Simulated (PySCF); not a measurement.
**How methods differ on the ionisation energy of Be⁺**

Be⁺ [He] 2s1 (2S) → Be²⁺ 1s2 (1S), as a difference of total energies. All numbers are calculated (PySCF 2.14, no relativity, point nucleus, in aug-cc-pVDZ (4s3p2d, 23 functions)). The calculations carry no spin-orbit coupling.

| method | ionisation energy (eV) |
| --- | --- |
| UHF | 18.091 |
| LDA | 18.174 |
| MN15 | 17.905 |

For comparison: 18.211 eV (measured; NIST Atomic Spectra Database, ionization energies).
